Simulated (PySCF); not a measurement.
InBr₂, SMILES [Br][In+][Br], charge +1.

Coordinates come from a B3LYP-D3(BJ)/def2-SVP optimisation. The spin state was assumed, not searched. The isomer is the one that the SMILES or the coordinates give; other isomers of the formula were not compared. The def2 effective core potentials stand for the cores of In; spin–orbit coupling is left out.

All values below come from TDA-B3LYP/def2-SVPD in PySCF 2.14.0.

Vertical excitations; the highest root listed may be one member of a degenerate set.  State labels are in the subgroup D2h.

```
state  symmetry  energy (eV)  λ (nm)      f                                              main pairs
-----  --------  -----------  ------  -----  ------------------------------------------------------
S1          B2g         3.30     376  0.000                            HOMO−1→LUMO (degenerate set)
S2          B3g         3.30     376  0.000                              HOMO→LUMO (degenerate set)
S3          B3u         3.68     337  0.011                            HOMO−2→LUMO (degenerate set)
S4          B2u         3.68     337  0.011                            HOMO−3→LUMO (degenerate set)
S5          B1u         5.34     232  0.017  HOMO−4→LUMO 39 %, HOMO−1→LUMO+2 30 %, HOMO→LUMO+1 30 %
S6           Au         5.35     232  0.000                    HOMO−1→LUMO+1 50 %, HOMO→LUMO+2 50 %
S7          B1u         5.41     229  0.000             HOMO→LUMO+1, HOMO−1→LUMO+2 (degenerate set)
S8           Au         5.41     229  0.000             HOMO→LUMO+2, HOMO−1→LUMO+1 (degenerate set)
S9          B1g         5.68     218  0.000                  HOMO−2→LUMO+1 50 %, HOMO−3→LUMO+2 50 %
S10          Ag         5.78     215  0.000                  HOMO−2→LUMO+2 50 %, HOMO−3→LUMO+1 50 %
T1          B2g         2.87     432      0                            HOMO−1→LUMO (degenerate set)
T2          B3g         2.87     432      0                              HOMO→LUMO (degenerate set)
T3          B2u         3.21     387      0                            HOMO−3→LUMO (degenerate set)
T4          B3u         3.21     387      0                            HOMO−2→LUMO (degenerate set)
```
Triplets are in the Tamm–Dancoff approximation.
